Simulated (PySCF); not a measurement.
A structure optimised at B3LYP-D3(BJ)/def2-TZVP, used in a PySCF frequency run:

```xyz
6

Mg     0.0000     0.0000    -1.8911
H      0.0000     0.0000    -3.5906
Ge     0.0000     0.0000     0.6970
H      1.2266     0.7082     1.3263
H     -1.2266     0.7082     1.3263
H      0.0000    -1.4164     1.3263
```
Charge 0, spin multiplicity 1.

**Question.** Write its SMILES, formula and point group.

**Answer.** [MgH][GeH3], GeH4Mg, C3v

**Question.** What are its rotational constants (standard atomic weights)?

**Answer.** 83.305, 3.5267, 3.5267 GHz
